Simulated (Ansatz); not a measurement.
Start from `BC([SiH3])C#C` and change one atom or group to get `BC(O)[SiH3]`.

Ansatz, PBE0-D4/def2-TZVP geometries, multiplicity 1. Each molecule was computed in one conformer, which needn't be the lowest.

| property | `BC([SiH3])C#C` |
| --- | --- |
| HOMO energy (PBE0/def2-TZVPP) / eV | -7.44 |
| HOMO–LUMO gap (B3LYP/def2-TZVPP) / eV | 5.36 |
| HOMO–LUMO gap (PBE/def2-TZVPP) / eV | 3.70 |
| HOMO energy (PBE/def2-TZVPP) / eV | -6.32 |
| size of the dipole moment (PBE/def2-TZVPP) / D | 0.89 |
| LUMO energy (PBE0/def2-TZVPP) / eV | -1.65 |

Task: Give the same properties after the change, and the shifts. (Estimate.)

Result: Computed: 
| property | `BC(O)[SiH3]` | shift |
| --- | --- | --- |
| HOMO energy (PBE0/def2-TZVPP) / eV | -7.67 | -0.23 |
| HOMO–LUMO gap (B3LYP/def2-TZVPP) / eV | 6.04 | 0.68 |
| HOMO–LUMO gap (PBE/def2-TZVPP) / eV | 4.18 | 0.48 |
| HOMO energy (PBE/def2-TZVPP) / eV | -6.32 | 0.00 |
| size of the dipole moment (PBE/def2-TZVPP) / D | 2.15 | 1.26 |
| LUMO energy (PBE0/def2-TZVPP) / eV | -1.20 | 0.45 |

With PBE0 the HOMO falls by 0.23 eV and the LUMO rises by 0.45 eV, so the gap widens by about 0.68 eV. PBE moves the HOMO by 0.00 eV and ωB97M-V by -0.30 eV. Dipoles are sizes alone; their direction can turn.

B3LYP here is the variant with VWN-RPA as its local correlation; programs differ in this.
